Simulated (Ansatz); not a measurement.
**Reading a saddle point**

A first-order saddle point of AlH₅O₃, singlet, PBE0-D4/def2-TZVP, with one imaginary mode of 915i cm⁻¹:

```
9
angstrom
Al -0.9035 -0.4908 0.3482
O 0.8278 -0.8904 0.9120
H -1.5317 -1.7232 -0.4269
H -1.6880 0.4583 1.3326
H 0.9805 -0.1198 -0.0219
O 0.2665 0.4689 -0.8249
O 0.3044 1.8811 -0.6251
H 1.2178 -1.7616 0.8222
H 0.5260 2.1774 -1.5163
```

Ansatz 0.2.0; basis: def2-TZVPP and def2-QZVPP; cores frozen in the correlated methods. Extrapolation: Hartree–Fock as exp(−7.88 √X), correlation as X^−2.97.

(1) Which contacts change along the imaginary mode, and what lies on either side? (A judgement: the text doesn't fix the answer.)

(2) Which side is lower, and how far does the saddle lie above each? (Judge from chemistry; the value comes from the calculation.)

No T1 diagnostic of these runs exceeds 0.012.

Results:

(1) Computed: The step is AlH₃O ([OH][AlH2]) + H₂O₂ ([OH][OH]) → AlH₃O₂ ([OH][O][AlH2]) + H₂O (still joined by a long Al–O bond), with the molecules in contact on both sides. Shortening one way: Al1–O6, O2–H5; lengthening the same way: Al1–O2, H5–O6.
```json
{"pair": "Al1–O6", "one side (Å)": "2.04", "saddle (Å)": "1.91", "other side (Å)": "1.79"}
{"pair": "O2–H5", "one side (Å)": "2.11", "saddle (Å)": "1.22", "other side (Å)": "0.99"}
{"pair": "Al1–O2", "one side (Å)": "1.74", "saddle (Å)": "1.86", "other side (Å)": "1.97"}
{"pair": "H5–O6", "one side (Å)": "0.98", "saddle (Å)": "1.23", "other side (Å)": "2.40"}
```

(2) By the calculation: The side with Al1–O6, O2–H5 short is lower by 5.62 kcal/mol; the saddle lies 13.64 kcal/mol above it and 8.01 kcal/mol above the other (CCSD(T) at an estimated basis limit (MP2 extrapolated from triple and quadruple zeta, plus CCSD(T) − MP2 in triple zeta); electronic energies).

Labels in which every atom is bracketed show which atoms are joined, not bond orders.

For scale, one of the runs: CCSD(T)/def2-TZVPP, 205 basis functions, launched by `ansatz run in.yaml --threads 4 --pin off --events-out ev --progress --plain --max-ram 9574MiB`. Time: 69 s of wall clock on 4 CPU threads of an Intel Xeon; the host was shared. Peak host memory: 2.8 GiB.
